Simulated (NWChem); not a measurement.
Molecule: CoClF, quartet; SMILES [F][Co][Cl]

The spin multiplicity was typed, not searched, and may not be the lowest.

Question: Give the equilibrium geometry at PBE0/def2-SVP, spin-unrestricted (NWChem) as a Z-matrix, with the point group.

Answer: point group C*v; any orientation.
```
Co
F 1 1.7087
Cl 1 2.1125 2 180.00
```
